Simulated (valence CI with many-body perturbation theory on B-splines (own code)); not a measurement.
Which ion has this spectrum?

A relativistic CI+MBPT calculation for an atom or ion with 33 electrons gives these levels (cm⁻¹):

```tsv
J	Parity	E	g
3/2	odd	0	1.35
3/2	odd	1113321	1.46
5/2	odd	1162403	1.19
1/2	odd	1224609	0.66
3/2	even	1416274	0.78
5/2	even	1718369	1.22
5/2	even	2039736	1.46
1/2	even	2169816	2.08
3/2	even	2185903	1.17
3/2	odd	2346900	1.31
5/2	even	2522425	0.96
3/2	even	2527469	0.91
1/2	even	2528994	0.19
7/2	even	2572437	1.04
```

The energies are calculated, and their last digits are not significant.

Task: Which is it?
A. Bi50+
B. Hg47+
C. Au46+
D. Pb49+

Result: B. Hg47+, ground level (4s^2 4p1/2^2 4p3/2) J=3/2.
